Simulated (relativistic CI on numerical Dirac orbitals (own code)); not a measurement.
Mn⁺ in a cubic cluster: L2,3 absorption with charge transfer

Computed with a charge-transfer multiplet model of a cubic metal-ligand cluster with up to 3 ligand holes, Slater and spin-orbit integrals from Dirac-Coulomb-Breit ions, Slater integrals scaled by 0.9. The ground state mixes d6 with configurations of k ligand holes L, whose averages lie at kΔ + k(k − 1)U_dd/2; a core hole lowers each added d electron by U_cd. 20 K, Lorentzian 0.4 eV and Gaussian 0.3 eV FWHM.

Atomic integrals in eV (Slater integrals scaled, ζ unscaled), ground: F2dd 8.104, F4dd 4.987, zeta_d 0.031; with the core hole: F2dd 8.909, F4dd 5.495, zeta_d 0.046, zeta_core 6.798, F2cd 5.118, G1cd 3.719, G3cd 2.111.

Cluster parameters (eV): Δ = 5.9, U_dd = 5, 10Dq = 0.85, 10Dq(ligand) = 1.6, V(eg) = 1.4, V(t2g) = -0.75, final-state hopping factor = 1.

| Case | n_d | d6 | d7L | d8L2 | d9L3 | S |
| --- | --- | --- | --- | --- | --- | --- |
| U_cd = 4.9 eV | 6.09 | 0.92 | 0.08 | 0.00 | 0.00 | 2.00 |
| U_cd = 6.1 eV | 6.09 | 0.92 | 0.08 | 0.00 | 0.00 | 2.00 |
| U_cd = 6.7 eV | 6.09 | 0.92 | 0.08 | 0.00 | 0.00 | 2.00 |
| U_cd = 7.3 eV | 6.09 | 0.92 | 0.08 | 0.00 | 0.00 | 2.00 |
| U_cd = 7.9 eV | 6.09 | 0.92 | 0.08 | 0.00 | 0.00 | 2.00 |

Weights, n_d and S are thermal averages at 20 K. Photon energies count from the first peak over 30 % of the highest in each spectrum, which can be another peak from case to case. The parameters are a model scan and need not match a compound or its usual spin state. Peaks in eV (height, largest 100):
- U_cd = 4.9 eV: -1.7 (21), 0.0 (100), 1.0 (48), 2.5 (18), 9.5 (6), 10.7 (37), 13.5 (6)
- U_cd = 6.1 eV: -1.8 (22), -1.0 (24), 0.0 (100), 2.4 (18), 9.4 (6), 10.6 (37), 13.3 (6)
- U_cd = 6.7 eV: -1.8 (22), -1.0 (23), 0.0 (100), 2.4 (17), 9.5 (5), 10.7 (36), 13.3 (6)
- U_cd = 7.3 eV: -1.8 (22), -1.0 (23), 0.0 (100), 2.4 (17), 10.7 (36), 13.3 (6)
- U_cd = 7.9 eV: -1.7 (23), -1.1 (23), 0.0 (100), 2.3 (16), 10.7 (35), 13.2 (6)

For the case U_cd = 6.1 eV, Δ = 5.9 eV is larger than U_dd = 5 eV, the Mott-Hubbard side of the Zaanen-Sawatzky-Allen scheme. With the core hole the configuration with one ligand hole lies at Δ + U_dd − U_cd = 6.0, 4.8, 4.2, 3.6, 3.0 eV from the one without, in the order of the table; where this is negative the screened configuration lies lower.
